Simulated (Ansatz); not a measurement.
Calculated with Ansatz (gas phase, PBE0-D4/def2-TZVP geometries, no zero-point term in ΔE). CBS: MP2 limit from def2 TZ/QZ plus the TZ coupled-cluster correction, frozen cores. DFT in def2-TZVPP. HSE06 is defined as in plane-wave codes. def2 core potentials past Kr. For Sn outer-core shells are correlated without core-valence functions, which leaves a few kJ/mol of doubt a bond. Each species was taken in one conformer, which may not be the lowest.

Reaction (ligand exchange at the Si–C bond): `[F][Al]1[CH]=[C]1[SiH3]` + `[OH][SnH]([F])[F]` → `[F][SnH]([F])[O][SiH3]` + `[F][Al]1[CH]=[CH]1`

`[F][Al]1[CH]=[C]1[SiH3]`:

Z-matrix (Å, degrees):
```
Si
C 1 1.854
H 1 1.488 2 109.8
H 1 1.491 2 111.0 3 -120.6
H 1 1.488 2 109.8 3 118.8
Al 2 1.851 1 163.2 3 -59.7
C 2 1.386 1 129.7 3 120.3
F 6 1.637 2 157.7 1 -0.1
H 7 1.090 2 125.6 1 0.0
```

`[OH][SnH]([F])[F]`:

```xyz
6

O     0.537    1.241    0.749
Sn    0.065   -0.236   -0.399
F    -1.810   -0.141   -0.714
F     0.227   -1.832    0.626
H     0.032    1.271    1.567
H     0.949   -0.303   -1.829
```

`[F][SnH]([F])[O][SiH3]`:

Z-matrix (Å, degrees):
```
Sn
F 1 1.900
O 1 1.916 2 106.4
F 1 1.900 2 103.9 3 112.2
H 1 1.682 2 112.5 3 -126.1
Si 3 1.647 1 137.4 2 53.3
H 6 1.485 3 108.8 1 122.9
H 6 1.485 3 108.9 1 -117.9
H 6 1.486 3 110.8 1 2.5
```

`[F][Al]1[CH]=[CH]1`:

```xyz
6

F    -0.047    1.342    2.446
Al   -0.019    0.554    1.010
C     0.436   -0.735   -0.215
C    -0.418    0.207   -0.748
H     0.854   -1.599   -0.728
H    -0.806    0.232   -1.765
```

CCSD(T)/CBS gives -20.9 kcal/mol.

Problem. Another level gave -16.2 kcal/mol. Which?
A. BLYP/def2-TZVPP
B. HSE06/def2-TZVPP
C. revPBE/def2-TZVPP
D. ωB97M-V/def2-TZVPP

Solution. C. revPBE -16.2, ωB97M-V -20.3, HSE06 -18.0, BLYP -19.0 kcal/mol.

Largest T1 diagnostic among the species: 0.015.

From r2SCAN to r2SCAN0 (25 % exact exchange), in def2-TZVPP and without D4, ΔE moves by −0.9 kcal/mol. Leaving LDA and LC-ωPBE aside and taking each functional with its dispersion term where it has one, the values, not all of them listed here, spread over 7.0 kcal/mol, from BHLYP-D4 to revPBE-D4. In def2-TZVPP, CCSD(T) changes the Hartree–Fock value by +5.0 kcal/mol (the triples alone add +0.9 kcal/mol) and MP2 by +5.1 kcal/mol.
